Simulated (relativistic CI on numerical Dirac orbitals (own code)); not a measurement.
# Ta²⁺ (5d3) in a crystal field

Calculated by Dirac-Coulomb-Breit CI, orbitals from a KLI potential per configuration, model QED (radiative potential, 1s self-energy scaled to tabulated hydrogen-like ionisation energies), valence Slater integrals scaled by 0.7, one configuration in a parametric crystal field (own radial code).

Field parameters in Wybourne normalisation: D4h B²₀ = −7Ds, B⁴₀ = 21(Dq − Dt), B⁴₄ = 21√(5/14) Dq. The field is a parameter set, without covalency.

S is read from ⟨S²⟩ = S(S + 1).

Levels (cm⁻¹, degeneracy): 0 (2), 40 (2), 4678 (2), 6322 (2), 9205 (2), 9245 (2), 9668 (2), 14140 (2), 14634 (2), 14970 (2), 16555 (2), 17433 (2).

Problem. Which field gives this pattern?
A. D4h, 10Dq = 22800, Ds = 2860, Dt = 430 cm⁻¹
B. D4h, 10Dq = 10250, Ds = -470, Dt = -540 cm⁻¹
C. D4h, 10Dq = 23750, Ds = 1420, Dt = -390 cm⁻¹

Solution. A. D4h, 10Dq = 22800, Ds = 2860, Dt = 430 cm⁻¹, ground level with S = 1.47.
